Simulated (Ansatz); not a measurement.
Z-matrix (Å, degrees):
```
C
N 1 1.456
C 1 1.498 2 115.7
H 1 1.095 2 108.7 3 -121.4
H 1 1.094 2 110.2 3 123.8
C 2 1.481 1 115.8 3 -100.5
B 2 1.389 1 117.9 3 81.7
C 3 1.323 1 126.7 2 -7.5
H 3 1.089 1 114.0 2 174.3
C 6 1.529 2 110.8 1 51.7
C 6 1.521 2 110.9 1 171.6
C 6 1.531 2 109.1 1 -69.2
H 7 1.198 2 117.4 1 1.4
H 7 1.192 2 122.2 1 -178.7
H 8 1.084 3 121.6 1 1.3
H 8 1.083 3 121.1 1 -178.5
H 10 1.091 6 110.9 2 62.4
H 10 1.092 6 109.3 2 -178.1
H 10 1.091 6 112.6 2 -58.6
H 11 1.092 6 108.7 2 -177.3
H 11 1.090 6 112.0 2 63.3
H 11 1.091 6 111.4 2 -58.0
H 12 1.092 6 110.2 2 -58.8
H 12 1.092 6 112.3 2 61.9
H 12 1.092 6 110.1 2 -178.4
```

Total charge 0; spin multiplicity 1.

(1) List the PBE/def2-TZVPP orbital energies in eV (Ansatz 0.2.0). (Estimate.)

Results:

(1) Ansatz gave: Occupied: -380.85, -270.27, -269.85, -269.06, -268.73, -268.66, -268.64, -268.59, -175.99, -23.09, -20.04, -18.91, -17.21, -17.10, -16.59, -14.29, -13.60, -12.28, -12.03, -11.61, -10.96, -10.76, -10.23, -9.75, -9.68, -9.50, -9.20, -8.88, -8.76, -8.59, -8.22, -7.87, -7.12, -6.41, -6.12. Lowest empty: -0.81, -0.72, 0.27, 0.96, 1.26, 1.38, 1.61, 1.83.
